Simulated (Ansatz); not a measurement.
Consider the ligand exchange at the Si–N bond: `C[N]([GeH3])[SiH](O)F` + `C[SeH]` → `C[Se][SiH](O)F` + `C[NH][GeH3]`.

Calculated with Ansatz (gas phase, PBE0-D4/def2-TZVP geometries, no zero-point term in ΔE). CCSD(T)/CBS adds triple-zeta CCSD(T) − MP2 to the extrapolated MP2 energy (def2 sets, frozen cores). Functionals use def2-TZVPP. For Ge, Se outer-core shells are correlated without core-valence functions, which leaves a few kJ/mol of doubt a bond. Scalar relativity is left out up to krypton. Each species was taken in one conformer, which may not be the lowest.

Q: Is it downhill or uphill in electronic energy at CCSD(T)/CBS, and by how much? (Best estimate.)

A: The calculation gave: Uphill: ΔE = +0.22 eV.

Q: What do these levels give: ωB97X-V, ωB97M-V, PBE0, MP2/def2-TZVPP, SCS-MP2/def2-TZVPP, SCS-MP2/def2-QZVPP? (An estimate is asked.)

A: Computed: ωB97X-V 0.23, ωB97M-V 0.24, PBE0 0.12, MP2/def2-TZVPP 0.25, SCS-MP2/def2-TZVPP 0.27, SCS-MP2/def2-QZVPP 0.24 eV.

Largest T1 diagnostic among the species: 0.012.

The D4 term adds +0.04 eV with B3LYP and +0.02 eV with PBE0; it sums over pairs of atoms, weighted by their polarisabilities, and B3LYP, whose exchange is more repulsive, gets the larger term. From PBE to PBE0 (25 % exact exchange), in def2-TZVPP and without D4, ΔE moves by +0.05 eV.

B3LYP here is the variant with VWN-RPA as its local correlation; programs differ in this.
